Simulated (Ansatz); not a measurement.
**Energy profile**

The step: GeH₃F ([F][GeH3]) + H₂S → GeH₄S ([SH][GeH3]) + HF; bonds formed: Ge1–S7, F2–H6; bonds broken: Ge1–F2, H6–S7 (atoms numbered as in the saddle structure below).

```xyz
8
angstrom
Ge -0.5214 0.0896 -0.7338
F 1.2309 -0.9327 -0.4264
H 0.0364 0.1219 -2.1708
H -0.9575 1.5349 -0.4248
H -1.6206 -0.9622 -0.5887
H 1.0398 -0.7688 0.7035
S 0.0595 -0.1214 1.7916
H 0.7331 1.0388 1.8493
```

Electronic energies by CCSD(T) at an estimated basis limit (MP2 extrapolated from triple and quadruple zeta, plus CCSD(T) − MP2 in triple zeta), on PBE0-D4/def2-TZVP structures; GeH5SF, closed shell; no counterpoise correction. Computed with Ansatz 0.2.0 (basis: def2-TZVPP and def2-QZVPP); correlated methods freeze the cores. Filled d shells of the heavier atoms are correlated. The def2 sets are not built for correlating such inner shells, so the correlated values are less sure here. Extrapolation: Hartree–Fock as exp(−7.88 √X), correlation as X^−2.97.

Problem. Give the profile in kJ/mol, counted from the separated reactants. (To be estimated.)

Solution. Computed:
```tsv
point	kJ/mol
separated: GeH3F (linked as [F][GeH3]; Ge1, F2, H3, H4, H5; singlet) + H2S (H6, S7, H8; singlet)	0.0
start structure	-11.9
saddle	134.6
end structure	-17.7
separated: GeH4S (linked as [SH][GeH3]; Ge1, H3, H4, H5, S7, H8; singlet) + HF (F2, H6; singlet)	5.6
```

T1 diagnostic: at most 0.013.

Exchanges of this kind with a chalcogen hydride build sulfide and selenide films.

For scale, one of the runs: CCSD(T)/def2-TZVPP, 191 basis functions (an equivalent command: `ansatz run in.yaml --threads 4`). Hardware: 4 CPU threads, shared host. Wall time 81 s; peak host memory 2.1 GiB.
